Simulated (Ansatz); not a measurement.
Cost and result for the atomization energy of GeH6O2Si (`[OH][GeH2][O][SiH3]`) (10 atoms, 9 bonds).

Z-matrix (Å, degrees):
```
Ge
O 1 1.769
O 1 1.771 2 108.9
H 1 1.530 2 110.0 3 -114.4
H 1 1.534 2 105.0 3 119.8
Si 2 1.638 1 134.0 3 55.1
H 3 0.960 1 113.2 2 67.9
H 6 1.490 2 110.9 1 36.0
H 6 1.487 2 110.9 1 -84.7
H 6 1.485 2 108.1 1 155.8
```

Total charge 0; spin multiplicity 1. Correlated methods include outer-core shells of Ge, which these sets cover unevenly. Scalar relativity is left out up to krypton. All single points use the PBE0-D4/def2-TZVP geometry. It is one conformer, not always the lowest. Program: Ansatz. All runs use 4 threads of an Arm Neoverse V1 on a shared host. Times are those of one run each, without the atoms' runs, and a repeat can differ threefold. Electronic energies, without spin–orbit coupling; frozen cores. CCSD(T)/CBS adds CCSD(T) − MP2 in def2-TZVPP to the MP2 limit, and its time is that of the two runs behind it. T1 = 0.012. With those shells the extrapolation isn't a true limit. B3LYP takes the VWN-RPA correlation (the form of Gaussian; ORCA's B3LYP/G).

CCSD(T)/CBS is a level of theory with its own doubt, some kJ/mol a heavy atom from the limit and from the frozen cores, so smaller differences don't rank the functionals.

| level | functions | wall time | atomization (kcal/mol) | difference from CCSD(T)/CBS | per bond |
| --- | --- | --- | --- | --- | --- |
| PBE-D4/def2-TZVPP (with forces) | 236 | 2.2 s | 776.0 | -10.7 | -1.2 |
| PBE0-D4/def2-TZVPP | 236 | 2.8 s | 764.2 | -22.5 | -2.5 |
| B3LYP-D4/def2-TZVPP (with forces) | 236 | 4.3 s | 775.1 | -11.6 | -1.3 |
| r2SCAN-D4/def2-TZVPP (with forces) | 236 | 4.4 s | 779.5 | -7.2 | -0.8 |
| B2PLYP/def2-TZVPP | 236 | 4.8 s | 770.9 | -15.8 | -1.8 |
| ωB97X-V/def2-TZVPP | 236 | 7 s | 785.4 | -1.3 | -0.1 |
| ωB97M-V/def2-TZVPP (with forces) | 236 | 11 s | 779.0 | -7.7 | -0.9 |
| MP2/def2-QZVPP | 453 | 21 s | 787.5 | 0.8 | 0.1 |
| CCSD(T)/def2-TZVPP | 236 | 2.5 min | 766.7 | -20.0 | -2.2 |
| CCSD(T)/CBS(def2) | – | 2.9 min | 786.7 | 0.0 | 0.0 |

From PBE to PBE0 (25 % exact exchange), in def2-TZVPP and without D4, the atomization energy moves by −11.1 kcal/mol: exact exchange takes away binding that semilocal exchange gives to molecules. In def2-TZVPP, CCSD(T) changes the Hartree–Fock value by +205.3 kcal/mol (the triples alone add +10.1 kcal/mol) and MP2 by +214.0 kcal/mol; breaking electron pairs costs correlation energy, which Hartree–Fock lacks. The D4 term adds +7.4 kcal/mol with B3LYP and +3.9 kcal/mol with PBE0; it sums over pairs of atoms, weighted by their polarisabilities, and B3LYP, whose exchange is more repulsive, gets the larger term.
